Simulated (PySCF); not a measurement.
**C₆ coefficients of unlike pairs at PBE0**

Calculated with PySCF 2.14 from the dipole response of each species, C₆(A,B) = (3/π) ∫ α_A(iu) α_B(iu) du, in atomic units, from isotropic polarisabilities. For ions this is the dispersion term alone; charge-induced terms of lower order in 1/R come first.

```csv
species,configuration,basis,relativity,α (bohr³),C₆ (like pair)
Ni³⁺,[Ar] 3d7 (4F),aug-cc-pwCVTZ (10s9p7d4f3g),none,1.650,3.911
Ar²⁺,[Ne] 3s2 3p4 (3P),aug-cc-pCVQZ-DK (10s9p7d5f3g),spin-free X2C,4.786,16.76
Cl⁺,[Ne] 3s2 3p4 (3P),dyall-av3z (19s12p3d2f),none,8.614,40.84
Pb,[Xe] 4f14 5d10 6s2 6p2 (3P),def2-TZVPPD with the def2 core potential (60 electrons) (7s5p4d2f),core potential,64.47,749.8
```

Problem. Estimate C₆ for Pb with Ar²⁺.

Solution. The integral gives 97.00. The combination rule 2 C_A C_B / (C_A α_B/α_A + C_B α_A/α_B) gives 89.31 and the geometric mean 112.1.

No spin-orbit coupling is included, so Pb, close to jj coupling, stand for model states.

The other pairs:

```tsv
pair	C₆
Cl⁺, Ni³⁺	11.16
Ar²⁺, Ni³⁺	7.565
Pb, Ni³⁺	39.04
Pb, Cl⁺	159.7
Cl⁺, Ar²⁺	25.91
```
